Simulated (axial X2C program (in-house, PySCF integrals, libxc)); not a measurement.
Spectroscopic constants of GeH

Calculated with an in-house relativistic program for diatomic molecules. Spin-free means the one-electron spin-free X2C Hamiltonian; two-component (2c) means X2C with spin–orbit coupling and atomic mean-field two-electron Coulomb and Gaunt terms, so the difference of the two also holds small scalar two-electron terms. Basis: Ge dyall-cv3z [9s9p7d4f1g], H dyall-v3z [6s2p1d] (cores contracted in-house); Gaussian nuclei, density fitting, unrestricted open shells. Masses: Ge 73.921 u, H 1.008 u.

Input:
```json
{"zs": [32, 1], "q": 0, "bas": ["dyall-cv3z", "dyall-v3z"], "levels": ["PBE0", "HF", "r2SCAN0"], "cc": true, "r0": 1.53, "thr": -2.0, "nmax": 90, "npts": 10, "nst": 2, "ntry": 6}
```
```bash
python so2c.py task.json out
```

Keys: zs atomic numbers; q charge; bas basis sets; levels methods; cc coupled cluster on or off; r0 starting distance in Å; thr threshold in hartree for freezing inner shells (an s shell follows its p shell); nmax most natural virtual spinors; npts points on the curve; nst determinants followed; ntry starts of the search. HF also brings MP2.

State, spin-free: M_S = 1/2, Λ = 1 (beyond evenly filled blocks: π+α); electrons by block: σα: 8, σβ: 8, π+α: 4, π+β: 3, π-α: 3, π-β: 3, δ+α: 1, δ+β: 1, δ-α: 1, δ-β: 1. Fragments: Ge + H.

State, 2c: Ω = 1/2 (⟨Sz⟩ = -0.50, ⟨Lz⟩ = 1.00 at PBE0); electrons by block: 1/2: 12, -1/2: 11, 3/2: 4, -3/2: 4, 5/2: 1, -5/2: 1. Fragments: Ge + H.

```tsv
Hamiltonian	level	Re (Å)	ωe (cm⁻¹)	ωexe (cm⁻¹)	αe (cm⁻¹)	De (eV)	D0 (eV)	μ (D)
spin-free	PBE0	1.597	1885.8	29	0.181	2.80	2.69	-0.18
spin-free	HF	1.584	1980.7	29.1	0.175	1.90	1.78	-0.04
spin-free	MP2	1.570	1968.7	30.5	0.189	2.69	2.57	n/a
spin-free	CCSD	1.583	1907.5	n/a	0.185	2.89	2.77	n/a
spin-free	CCSD(T)	1.586	1886.7	n/a	0.183	n/a	n/a	n/a
spin-free	r2SCAN0	1.585	1929.5	29.4	0.182	2.76	2.64	-0.12
2c	PBE0	1.597	1882.8	29.1	0.181	n/a	n/a	-0.19
2c	HF	1.584	1977.4	29.1	0.175	n/a	n/a	-0.05
2c	MP2	1.571	1965.5	30.5	0.189	n/a	n/a	n/a
2c	CCSD	1.584	1904.5	n/a	0.185	n/a	n/a	n/a
2c	CCSD(T)	1.587	1883.7	n/a	0.182	n/a	n/a	n/a
2c	r2SCAN0	1.585	1926.6	29.4	0.182	n/a	n/a	-0.13
```

Correlated methods: 15 electrons correlated (number of frozen shells: Ge 3 s, 2 p; H none), 167 virtual spin orbitals or spinors in MP2, 90 natural virtuals in coupled cluster.

Dipoles are positive if H is the positive end.

One determinant describes the state; a PBE0 search over occupations chose it and may have missed a lower one. De is counted from the lowest determinant-based energies of the atoms at the same level, without counterpoise correction. De is not given where an atomic determinant may have missed its ground term or J level, or where the truncated virtual space spoils (T). Density functionals use the spin component along the axis (collinear). Coupled cluster ran in a truncated set of natural virtual spinors; the MP2 energy of the rest was added. (T) has no such correction and the atoms are truncated less, which lowers De at CCSD(T) by a hundredth of an eV or more. The functionals have no current-density term, which raises determinants with orbital currents, atoms included.

Rough cost a point (2c) on 1 thread(s) of a shared host, integrals apart: PBE0 0.3 s, HF 0.15 s, CCSD(T) 9 s, r2SCAN0 0.4 s.

The whole task took 3.5 min on 1 thread of Intel(R) Xeon(R) Processor @ 2.30GHz (shared host).
